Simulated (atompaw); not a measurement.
phosphorus: PAW (atompaw) pseudisation with LDA (PW92), scalar-relativistic reference atom.

atompaw 4.2.0.5 input, output lines left out:

```
P 15
LDA-PW scalarrelativistic loggrid 1500 logderivrange -15 5 501
3 3 0 0 0 0
3 0 1.5
3 1 3.5
0 0 0
c
v
v
v
v
1
0.75 0.60 0.60 0.70
n
n
custom rrkj gramschmidtortho sinc
bessel
0.60
0.75
0.45
0.75
```

All-electron outer shells of the reference configuration (LDA (PW92), scalar-relativistic, ld1.x):

```tsv
shell	level (eV)	outermost node (bohr)	outermost maximum (bohr)
1s	-2076.83	–	0.07
2s	-173.90	0.14	0.42
2p	-125.26	–	0.35
3s	-14.38	0.66	1.56
3p	-5.88	0.64	1.81
```

Results:

```json
{"Cutoffs needed": "over 300 Ry and over 300 Ry (the cutoffs (Ry, on a coarse ladder) from which the occupation-weighted sum of valence levels, in a spherical-Bessel basis at the reference potential, stays within 10 and 1 mRy of its value at 400 Ry)", "Ghost test": "no extra level below or beside the all-electron valence levels (s, p, d, f tested) (spherical-Bessel basis up to 400 Ry, 20 bohr box)", "Lowest eigenvalue of the overlap operator": "0.09 (s channel)", "Overlap eigenvalues printed by atompaw (projector basis)": "0.194, 2.43, 179, 233", "Share of each valence orbital outside the PAW sphere": "2s 15 %, 3s 96 %, 2p 14 %, 3p 97 %"}
```

Generation and tests took about 1.3 s on one core of a shared server CPU.
